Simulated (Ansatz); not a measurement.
`CB(N)Br` + HCl → `NB(Cl)Br` + CH₄ at 700 K and 1 bar (ligand exchange at a B–C bond).

Gas-phase electronic energies from Ansatz, PBE0-D4/def2-TZVP geometries. CBS: MP2 limit from def2 TZ/QZ plus the TZ coupled-cluster correction, frozen cores. This one scheme is used for every species. For Br outer-core shells are correlated without core-valence functions, which leaves a few kJ/mol of doubt a bond. Scalar relativity is left out up to krypton. One conformer a species, not always the lowest.

```csv
species,CCSD(T)/CBS energy (Eh),H − E (kJ/mol),S (J/(mol·K))
`CB(N)Br`,-2693.98242,244.5,411.9
HCl,-460.38127,38.4,211.8
`NB(Cl)Br`,-3113.92934,139.2,386.1
CH₄,-40.46206,145.9,224.0
```

H − E and S are ideal-gas, rigid-rotor, harmonic terms from PBE0-D4/def2-TZVP, for one conformer and one mirror image of each species. 1 Eh = 2625.50 kJ/mol, R = 8.31446 J/(mol·K).

Task: By hand: ΔE, ΔH, ΔS and ΔG.

Result: ΔE = (-3113.92934) + (-40.46206) − (-2693.98242) − (-460.38127) = -0.02771 Eh = -72.8 kJ/mol. Δ(H − E) = 139.2 + 145.9 − 244.5 − 38.4 = 2.2, so ΔH = -70.6 kJ/mol. ΔS = 386.1 + 224.0 − 411.9 − 211.8 = -13.6 J/(mol·K). ΔG = -70.6 − 700 × (-13.6)/1000 = -61.1 kJ/mol.

Task: By hand: the equilibrium constant, and the temperature at which ΔG would vanish if ΔH and ΔS stayed fixed.

Result: log₁₀ K = −ΔG/(RT ln 10) = 4.6. ΔG = 0 at ΔH/ΔS = 5191 K, far beyond where these terms or the molecules hold.

The number of gas molecules stays the same, so ΔS is small and ΔH decides. A doubt of 5 kJ/mol in ΔE shifts log₁₀ K by 0.4 here. Other conformers and mirror images would add mixing entropy, several J/(mol·K) or more a flexible species. These are equilibria of isolated gas molecules and say nothing of rates. Largest T1 diagnostic: 0.009 (customary marks: 0.02 for closed shells, 0.045 for open ones).
